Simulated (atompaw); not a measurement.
# Al (Z = 13): PAW (atompaw) pseudisation with PBEsol, non-relativistic reference atom.

atompaw 4.2.0.5 input, output lines left out:

```
Al 13
GGA-PBESOL loggrid 1500 logderivrange -10 5 376
3 3 0 0 0 0
3 0 1.75
3 1 1.25
0 0 0
c
v
v
v
v
2
1.10 0.80 1.05 1.00
n
n
y
0.05
n
modrrkj vanderbiltortho sinc
3 1 troulliermartins
0.95
1.10
0.65
1.10
1.00
```

All-electron outer shells of the reference configuration (PBEsol, non-relativistic, ld1.x):

| shell | level (eV) | outermost node (bohr) | outermost maximum (bohr) |
| --- | --- | --- | --- |
| 1s | -1504.87 | – | 0.08 |
| 2s | -107.87 | 0.17 | 0.50 |
| 2p | -70.04 | – | 0.43 |
| 3s | -7.91 | 0.80 | 2.09 |
| 3p | -2.87 | 0.82 | 2.64 |

Problem. Does the generator finish with these settings?

Solution. Yes, a potential is produced.

Problem. Estimate the cutoffs (Ry, on a coarse ladder) from which the occupation-weighted sum of valence levels, in a spherical-Bessel basis at the reference potential, stays within 10 and 1 mRy of its value at 400 Ry.

Solution. 230 Ry and 300 Ry.

Problem. What does a ghost test show?

Solution. No extra level below or beside the all-electron valence levels (s, p, d, f tested).

Problem. Is the overlap operator S = 1 + Σ q|β⟩⟨β| positive definite (Bessel basis up to 400 Ry)?

Solution. Yes: its lowest eigenvalue is 0.49 (p channel).

Problem. Which valence shell sets the plane-wave cutoff?

Solution. 2p: its level needs 260 Ry to come within 1 mRy, against 70 Ry for 2s.
